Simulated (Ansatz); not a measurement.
Energy needed to pull apart H$_{2}$Se$_{2}$O (SMILES O[Se][SeH]), singlet, into free ground-state atoms, from the structure below (displaced at random from a GFN2-xTB minimum); no zero-point or spin–orbit terms; open-shell atoms are treated unrestricted, in their ground-state multiplicity.

| atom | x (Å) | y (Å) | z (Å) |
| --- | --- | --- | --- |
| O1 | -1.2796 | 0.0135 | -0.8114 |
| Se2 | -0.2391 | -1.0890 | 0.1311 |
| Se3 | 1.4308 | 0.4504 | 0.9427 |
| H4 | -1.8686 | 0.3884 | -0.2046 |
| H5 | 2.1866 | 0.1323 | -0.0330 |

Program: Ansatz 0.2.0. Basis: def2-TZVPP. Cores are frozen in the correlated methods. Filled d shells of the heavier atoms are correlated. The def2 sets are not built for correlating such inner shells, so the correlated values are less sure here.

| method | atomization energy (kJ/mol) |
| --- | --- |
| SPW92 | 1546 |
| PBE-D4 | 1299 |
| r2SCAN-D4 | 1252 |
| B97M-V | 1241 |
| PBE0-D4 | 1229 |
| wB97M-V | 1227 |
| HF | 648 |
| MP2 | ? |
| CCSD | ? |
| CCSD(T) | 1189 |

Question: What does CCSD give? (Judge from chemistry; the value comes from the calculation.)

Answer: The calculation gives: 1148 kJ/mol, which is about 42 kJ/mol less than CCSD(T)/def2-TZVPP.

Question: What does MP2 give? (To be estimated.)

Answer: By the calculation: 1221 kJ/mol, which is about 31 kJ/mol more than CCSD(T)/def2-TZVPP.

In triple zeta the MP2 and coupled-cluster atomization energies are still short of their basis limit by a few kcal/mol a bond, whereas those of the functionals are nearly converged, so these differences are not deviations from converged CCSD(T).

No T1 diagnostic of these runs exceeds 0.012.

For scale, one of the runs: CCSD(T)/def2-TZVPP forces, 155 basis functions (an equivalent command: `ansatz run in.yaml --threads 4`). Time: 3.1 min of wall clock on 4 CPU threads; the host was shared. Peak host memory: 1.9 GiB.
